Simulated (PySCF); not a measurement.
SMILES [O]=[W](=[O])([F])[F] (F2O2W) (PBE0/def2-SVP optimised geometry):

```
5

W     -0.526    -0.837     0.000
O     -1.070    -1.701    -1.350
O     -1.070    -1.702     1.349
F      1.332    -0.837     0.000
F     -1.332     0.837     0.000
```

Computed with PBE0/def2-TZVP, def2 effective core potentials past Kr (PySCF).

What are the frontier orbital energies and the dipole moment?

HOMO-2 -11.16 eV, HOMO-1 -10.88 eV, HOMO -9.83 eV, LUMO -2.62 eV, LUMO+1 -2.15 eV; dipole moment 1.75 D.
